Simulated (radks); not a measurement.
Species: Tb II. Configuration: [Xe] 4f9 6s1.

All-electron calculation, Dirac Kohn-Sham, PBE, spin-unpolarised, spherical densities, point nucleus; open shells are shared between the two j in proportion to 2j + 1. Program: a radial shooting solver on a logarithmic mesh with Libxc functionals.

Energy parts (Ry):
| part | energy |
|---|---|
| total | -23437.2886 |
| kinetic | 25636.5878 |
| electron-nucleus | -57671.4789 |
| Hartree | 9111.7901 |
| exchange-correlation | -514.1875 |

Orbitals (lengths in bohr, moments of r in powers of bohr; r(max) is where P^2 peaks):
orbital     occ.  eigenvalue (Ry)   r(max)  small-component weight
1s1/2          2        -3808.132  0.01364                5.88e-02
2s1/2          2        -631.3168  0.07766                1.30e-02
2p1/2          2        -599.9102  0.05859                1.31e-02
2p3/2          4        -545.0340  0.06451                1.21e-02
3s1/2          2        -140.3798   0.2200                4.14e-03
3p1/2          2        -126.7362   0.2073                4.08e-03
3p3/2          4        -115.4073   0.2197                3.81e-03
3d3/2          4        -91.92781   0.1744                3.69e-03
3d5/2          6        -89.45636   0.1779                3.61e-03
4s1/2          2        -28.17524   0.5051                1.32e-03
4p1/2          2        -22.83141   0.5089                1.24e-03
4p3/2          4        -20.31004   0.5355                1.14e-03
4d3/2          4        -11.51737   0.5421                9.70e-04
4d5/2          6        -11.06205   0.5507                9.43e-04
5s1/2          2         -3.95520    1.183                2.70e-04
5p1/2          2         -2.52233    1.294                2.10e-04
5p3/2          4         -2.20049    1.376                1.85e-04
4f5/2    3.85714         -0.72110   0.5528                5.37e-04
4f7/2    5.14286         -0.66336   0.5581                5.24e-04
6s1/2          1         -0.64219    3.285                3.40e-05

The highest occupied level is 6s1/2 at -8.737 eV. The density falls to 0.001 e/bohr^3 at r = 4.45 bohr.
